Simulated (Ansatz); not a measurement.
Compare A (`CC1=CB(F)C1`) with its isomer B (`C=C=C(F)BC`).

Calculated with Ansatz (gas phase, PBE0-D4/def2-TZVP geometries, no zero-point term in ΔE). CCSD(T)/CBS adds triple-zeta CCSD(T) − MP2 to the extrapolated MP2 energy (def2 sets, frozen cores). DFT in def2-TZVPP. B3LYP here is the variant with VWN-RPA as its local correlation; programs differ in this. Each species was taken in one conformer, which may not be the lowest.

Problem. Which isomer does CCSD(T)/CBS put lower? Give the gap. (Best estimate.)

Solution. Ansatz gave: A, by 259.8 kJ/mol.

Problem. Give E(B) − E(A) in kJ/mol with MP2/def2-TZVPP, CCSD/def2-TZVPP, r2SCAN-D4, B3LYP, B2PLYP, HF/def2-TZVPP, PBE0-D4. (Best estimate.)

Solution. Computed: MP2/def2-TZVPP 278.6, CCSD/def2-TZVPP 260.7, r2SCAN-D4 243.6, B3LYP 228.7, B2PLYP 246.1, HF/def2-TZVPP 254.0, PBE0-D4 260.5. None reverses the order clearly.

Largest T1 diagnostic: 0.013.

From PBE to PBE0 (25 % exact exchange), in def2-TZVPP and without D4, E(B) − E(A) moves by +21.5 kJ/mol. The D4 term adds +3.2 kJ/mol with B3LYP and +1.5 kJ/mol with PBE0; it sums over pairs of atoms, weighted by their polarisabilities, and B3LYP, whose exchange is more repulsive, gets the larger term.
